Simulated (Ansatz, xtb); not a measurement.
F2GaH2P: where a starting geometry ends

The starting geometry of this gas-phase singlet has its atoms placed at random.

```xyz
6

F     0.2620   -0.3151    0.3832
F    -0.3538   -1.4383    0.4489
Ga    0.0747    0.9590   -0.6826
P    -1.1622   -0.5380   -1.6425
H     0.1823   -2.0902   -0.1975
H    -1.0877    1.5694   -0.7831
```

**Question.** Guess where an optimisation with r2SCAN-D4/def2-SVP ends from this start.

**Answer.** It ends as a structure with F1 bridging H5 and Ga3, given below by its coordinates. Distances that change by over a tenth: F1–Ga3 (1.67 → 2.05 Å), Ga3–H6 (1.32 → 1.54 Å). Contacts that open: F1–F2 (1.28 → 2.31 Å), F2–H5 (1.06 → 1.33 Å). Contacts that close: F1–H5 (1.87 → 1.03 Å), F2–P4 (2.42 → 1.80 Å).

The energy falls by 15.82 eV over 23 steps:

```
step  E − E(last) (eV)
   1            15.823
   3             4.755
   6             1.866
   8             1.130
  11             0.827
  13             0.443
  16             0.076
  18             0.016
  21             0.001
  23             0.000
```

Final geometry (Å):

```yaml
atoms:
  - { symbol: F, position_ang: [0.5314, -0.2075, 0.5795] }
  - { symbol: F, position_ang: [-0.3694, -2.1086, -0.3772] }
  - { symbol: Ga, position_ang: [-0.6744, 0.6834, -0.8153] }
  - { symbol: P, position_ang: [-1.4018, -1.2549, -1.5742] }
  - { symbol: H, position_ang: [0.2558, -1.1558, 0.2987] }
  - { symbol: H, position_ang: [-0.4263, 2.1902, -0.5850] }
```

From the same start GFN2-xTB ends elsewhere, in pieces: FGaHP + FH.

From so rough a start the end depends on the optimiser's path, so another program may land elsewhere. No frequencies were run, so the end isn't proven a minimum. Run with Ansatz 0.2.0, 51 s on 2 threads of Arm Neoverse V2 (shared host).
